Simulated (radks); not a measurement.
Initial-state core-level shifts of the cerium ion Ce+ when its valence configuration changes from [Xe] 4f1 5d2. Method: Dirac Kohn-Sham, PBE, spin-unpolarised, spherical densities, finite nucleus; open shells fill j = l - 1/2 first; Fermi nuclear charge, rms radius 4.8771 fm; computed with a radial shooting solver on a logarithmic mesh with Libxc functionals. Shifts are changes of the shell-averaged eigenvalues in eV (positive: less bound); the change of the density at the nucleus, which sets a Mossbauer isomer shift, is in e/bohr^3, on a base of 3.829e+05.

valence,2s,4p,5s,5p,density at nucleus
5d3,-7.865,-7.998,-3.245,-2.540,+24.55
4f1 5d1 6p1,-3.181,-3.134,-3.058,-2.881,+3.61
4f1.5 5d1.5,+3.394,+3.527,+1.554,+1.232,-10.24
4f0.5 5d2.5,-3.782,-3.874,-1.615,-1.269,+11.68
4f1 6p2,-6.590,-6.458,-6.207,-5.807,+8.73
5d2 6s1,-10.346,-10.412,-5.513,-4.648,+51.98
4f1 5d1 6s1,-2.215,-2.167,-2.100,-1.950,+24.78
4f1 5d1.5 6s0.5,-1.070,-1.049,-1.024,-0.953,+11.82
5d1.5 6s0.5 6p1,-12.621,-12.644,-7.624,-6.644,+43.67
